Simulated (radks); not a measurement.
All-electron atom: Ga2+ in [Ar] 3d10 4s1 (the NIST ground configuration). Calculated with a radial shooting solver on a logarithmic mesh with Libxc functionals: scalar-relativistic Kohn-Sham, r2SCAN, spin-polarised, spherical densities, finite nucleus; open shells are filled with parallel spins first; meta-GGA in the generalised Kohn-Sham scheme; Fermi nuclear charge, rms radius 3.9973 fm.

Normalised radial functions P(r) = r R(r), r in bohr:

```
   r/bohr * 3s down, o 3p down, + 4s down (the largest magnitude, 1.39, reaches the edge; | marks zero, & curves that meet)
 0.003135                             o+*
 0.003563                             o+ *
 0.004083                             o+ *
 0.004677                             o+ *
 0.005316                             o+  *
 0.006091                             o+  *
 0.006922                             o+   *
 0.007931                             o +  *
 0.009014                             o +   *
  0.01033                             |o+   *
  0.01183                             |o+    *
  0.01345                             |o+    *
  0.01541                             |o+     *
  0.01751                             | &     *
  0.02006                             | &     *
   0.0228                             | o+    *
  0.02612                             |  &    *
  0.02993                             | + o   *
  0.03401                             | +  o *
  0.03897                             | +  o *
  0.04429                             | +  *o
  0.05074                             |+  *   o
  0.05767                             + *      o
  0.06607                            *+         o
   0.0757                         *  +|          o
  0.08603                      *    + |           o
  0.09857                    *     +  |            o
    0.112                 *       +   |             o
   0.1283               *         +   |            o
   0.1459               *         +   |           o
   0.1671               *         +   |         o
   0.1915                 *        +  |      o
   0.2176                     *     + |  o
   0.2493                          * &|
   0.2834                      o      |+ *
   0.3246                 o           |  +      *
    0.369            o                |    +          *
   0.4227        o                    |      +              *
   0.4843     o                       |      +                  *
   0.5505   o                         |      +                   *
   0.6306    o                        |    +                    *
   0.7168      o                      |  +                    *
   0.8212         o                  +|                   *
   0.9333             o           +   |               *
    1.069                o    +       |          *
    1.225                  + o        |      *
    1.392                +      o     |    *
    1.595              +          o   | *
    1.813              +            o |*
    2.077               +            o|*
    2.361                +            &
    2.705                  +          &
    3.099                     +       &
    3.522                       +     &
    4.035                         +   &
    4.586                           + &
    5.254                            +&
    5.971                            +&
    6.841                             &
```

3s down: eigenvalue -173.07 eV, 2 radial nodes at r = 0.0629, 0.266 bohr, <r> = 0.651 bohr, 90 % of the charge inside 0.975 bohr. 3p down: eigenvalue -122.09 eV, 1 radial node at r = 0.240 bohr, <r> = 0.678 bohr, 90 % of the charge inside 1.04 bohr. 4s down (empty): eigenvalue -24.298 eV, 3 radial nodes at r = 0.0626, 0.259, 0.799 bohr, <r> = 2.08 bohr, 90 % of the charge inside 3.10 bohr.
